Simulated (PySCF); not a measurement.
Input and output

[La(OH)2]+ (singlet). PySCF 2.14.0, RKS CAM-B3LYP, La lcecp-1-SVP with ECP46, O def2-SVP, H def2-SVP; non-relativistic Hamiltonian with scalar-relativistic core potentials where named; density fitting; no spin-orbit coupling. Purpose: level CAM-B3LYP.

```python
mol = gto.M(atom='''
La     0.00000     0.00000    -0.67119
O      1.68088    -0.03470     0.52902
H      2.31895    -0.04677     1.25193
O     -1.68088     0.03470     0.52902
H     -2.31895     0.04677     1.25193''',
    basis={'La': 'lcecp-1-SVP', 'O': 'def2-SVP', 'H': 'def2-SVP'},
    ecp={'La': 'lcecp-1-SVP'},
    charge=1, spin=0)
mf = dft.RKS(mol, xc='CAMB3LYP')
mf.grids.atom_grid = (75, 302)  # f atoms: unpruned, at least (60, 302)
mf = mf.density_fit()  # fitting sets: La AutoAux, O def2-universal-JKFIT, H def2-universal-JKFIT
mf.conv_tol = 1e-08; mf.max_cycle = 55
mf.kernel(dm0)  # dm0: converged density of the relaxed state
mf.nuc_grad_method().kernel()
```

Run from Python with OMP_NUM_THREADS=2; the lines above give its settings. Where DIIS fails, smearing, a level shift and second-order steps follow.
It took 3.1 s on 2 threads of Arm Neoverse V1, with other jobs on the host, from an already converged density.

(1) Where do the frontier levels lie, over both spins?

(2) What are the Mulliken charges and spins?

(3) What forces act on the atoms (eV/Å)?

The geometry was relaxed with PBE0 (La lcecp-1-SVP with ECP46, O def2-SVP, H def2-SVP).

## Answers

(1) HOMO -14.65 eV, LUMO -5.72 eV. The large-core potential holds the 4f shell empty.

(2) 
```
atom  charge (e)  spin (e)
 La1       1.487     0.000
  O2      -0.479     0.000
  H3       0.236     0.000
  O4      -0.479     0.000
  H5       0.236     0.000
```

(3) 
```
La   0.00  0.00 -0.20
O    0.07  0.00  0.05
H    0.06  0.00  0.05
O   -0.07  0.00  0.05
H   -0.06  0.00  0.05
```
Forces carry noise of the integration grid, about 0.01 to 0.03 eV/Å.
